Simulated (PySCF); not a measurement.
Sn(NH2)H3.
Bonds: Sn1–N2. Hydrogens: H5, H6, H7 on Sn1; H3, H4 on N2.

A GFN2-xTB structure was refined with PBE0-D3(BJ)/def2-SVP geometry optimisation, gas phase, def2 core potentials past Kr (PySCF). Its GFN2-xTB values:

| coordinate | GFN2-xTB |
| --- | --- |
| Sn1–N2 | 1.998 Å |
| Sn1–H5 | 1.650 Å |
| Sn1–H6 | 1.649 Å |
| Sn1–H7 | 1.675 Å |
| N2–H3 | 1.010 Å |
| Sn1–N2–H3 | 116.0° |
| Sn1–N2–H4 | 116.2° |
| N2–Sn1–H5 | 104.9° |
| N2–Sn1–H7 | 115.7° |
| H3–N2–H4 | 107.0° |
| H5–Sn1–H6 | 111.7° |
| H5–Sn1–H7 | 109.7° |

Q: How do these coordinates change at the PBE0-D3(BJ)/def2-SVP level?

A: 
```
coordinate  PBE0-D3(BJ)/def2-SVP (Å or °)  change
    Sn1–H6                          1.711  +0.062
    Sn1–H5                          1.711  +0.061
    Sn1–N2                          2.049  +0.051
    Sn1–H7                          1.724  +0.049
     N2–H3                          1.019  +0.009
 Sn1–N2–H3                          112.4    -3.6
 Sn1–N2–H4                          112.7    -3.5
 N2–Sn1–H7                          114.0    -1.7
 N2–Sn1–H5                          105.7    +0.8
  H3–N2–H4                          106.9    -0.1
 H5–Sn1–H6                          111.6    -0.1
 H5–Sn1–H7                          109.7     0.0
```

The energy falls by 0.106 eV over 6 energy and gradient evaluations, the largest force component goes from 0.0181 to 2.3e-04 Eh/bohr, and the atoms move by 0.055 Å rms after alignment. Among the bonds, Sn1–H5 and Sn1–H6 change most and about equally (+0.061 to +0.062 Å). Bonds longer at the end by more than 0.005 Å: 6 of 6; shorter: 0. Rotational constants go from 55926, 7686, 7555 to 52187, 7356, 7242 MHz.

The run used 65 basis functions and 36 SCF cycles in all.

No frequency check.
